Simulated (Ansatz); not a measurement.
Reaction (substitution at a C–C bond): `FCC=C=[Se]` + `OBO` → `OBOCF` + `C=C=[Se]`

Computed with Ansatz on PBE0-D4/def2-TZVP structures; ΔE is electronic, products minus reactants. CCSD(T)/CBS adds triple-zeta CCSD(T) − MP2 to the extrapolated MP2 energy (def2 sets, frozen cores). This one scheme is used for every species. Functionals use def2-TZVPP. B3LYP here is the variant with VWN-RPA as its local correlation; programs differ in this. For Se outer-core shells are correlated without core-valence functions, which leaves a few kJ/mol of doubt a bond. Scalar relativity is left out up to krypton. One conformer a species, not always the lowest.

(1) Is it downhill or uphill in electronic energy at CCSD(T)/CBS, and by how much? (Best estimate.)

(2) What do these levels give: B3LYP-D4, PBE0, HF/def2-TZVPP, CCSD/def2-TZVPP, HF/CBS(def2), CCSD/CBS(def2)? (Best estimate.)

Largest T1 diagnostic among the species: 0.016.

Answers

(1) Ansatz gave: Uphill: ΔE = +18.9 kJ/mol.

(2) Ansatz gave: B3LYP-D4 13.7, PBE0 15.8, HF/def2-TZVPP 5.5, CCSD/def2-TZVPP 15.6, HF/CBS(def2) 5.4, CCSD/CBS(def2) 18.4 kJ/mol.

In def2-TZVPP, CCSD(T) changes the Hartree–Fock value by +10.7 kJ/mol (the triples alone add +0.5 kJ/mol) and MP2 by +16.0 kJ/mol.
